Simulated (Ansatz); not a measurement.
Two members of one family (Ge6H12 nanocrystal and its variants), computed with Ansatz in the gas phase. The two geometries come from different levels. A negative affinity means that the extra electron isn't bound at that geometry and level; within about 0.2 eV of zero the sign isn't settled. Binding counts from free atoms in the multiplicity of their measured ground term, without zero-point energy. Sets without diffuse functions give affinities that are too small. A dash marks a value that wasn't run or was left out as unsound. The structures are stationary points that may keep the symmetry of their start. Remarks come from the PBE and PBE0 runs and from stability tests at other levels; not every state was tested. A HOMO above zero means that the electron is unbound at that level and held by the basis, or that self-interaction error raises the level; the energy of removing that electron tells which.

First: Ge6H12, rod (singlet, charge 0, PBE0-D4/def2-SVP geometry).

Cartesian coordinates in Å:
```
Ge -1.5042 1.7664 -0.1343
Ge 2.2029 0.5259 0.5231
Ge -0.3443 -1.7910 -1.4409
Ge -2.2028 -0.5259 -0.5230
Ge 1.5035 -1.7673 0.1337
Ge 0.3440 1.7918 1.4406
H -2.6807 2.6131 0.3935
H -1.0331 2.3808 -1.4690
H 3.4165 0.5715 1.4748
H 2.6241 1.1559 -0.8210
H -0.7732 -3.2391 -1.7577
H 0.1107 -1.1276 -2.7583
H -2.6222 -1.1571 0.8217
H -3.4178 -0.5725 -1.4730
H 1.0320 -2.3803 1.4689
H 2.6813 -2.6139 -0.3929
H -0.1105 1.1301 2.7583
H 0.7739 3.2393 1.7554
```

```tsv
level	HOMO (eV)	LUMO (eV)	gap (eV)	vertical EA (eV)	binding per atom (eV)
PBE-D4/def2-SVP	-6.61	-1.06	5.56	-0.80	2.73
PBE0-D4/def2-SVP	-7.62	-0.28	7.34	–	2.74
```

Remarks: HOMO above zero (-1 doublet).

Second: Ge6N4H16, rod, 4 of the caps NH2 (singlet, charge 0, r2SCAN-D4/def2-SVP geometry).

```xyz
26

Ge   -2.664   -0.219    0.874
Ge    1.089   -0.826    1.815
Ge   -0.120    2.654   -0.066
Ge   -2.191    1.523   -0.743
Ge    1.682    1.132    0.512
Ge   -0.793   -1.746    0.574
N     2.583   -1.908    1.499
N    -2.132    0.626   -2.353
N     2.122    0.185   -1.049
N    -0.354   -1.680   -1.242
H    -4.022   -0.896    0.610
H    -2.679    0.343    2.311
H     3.392   -1.611    2.045
H     2.416   -2.887    1.733
H     0.793   -0.572    3.317
H     0.400    3.560   -1.208
H    -0.355    3.579    1.148
H    -1.742    1.177   -3.119
H    -1.580   -0.238   -2.249
H    -3.285    2.611   -0.837
H     2.543    0.762   -1.780
H     2.781   -0.563   -0.817
H     2.906    1.904    1.086
H     0.482   -1.089   -1.380
H    -0.142   -2.609   -1.607
H    -1.130   -3.212    0.925
```

Question: Estimate the same table for the second.

Answer: 
| level | HOMO (eV) | LUMO (eV) | gap (eV) | vertical EA (eV) | binding per atom (eV) |
| --- | --- | --- | --- | --- | --- |
| PBE-D4/def2-SVP | -5.03 | -1.19 | 3.84 | -0.55 | 3.16 |
| PBE0-D4/def2-SVP | -6.31 | -0.45 | 5.85 | – | 3.11 |

Remarks: HOMO above zero (-1 doublet).
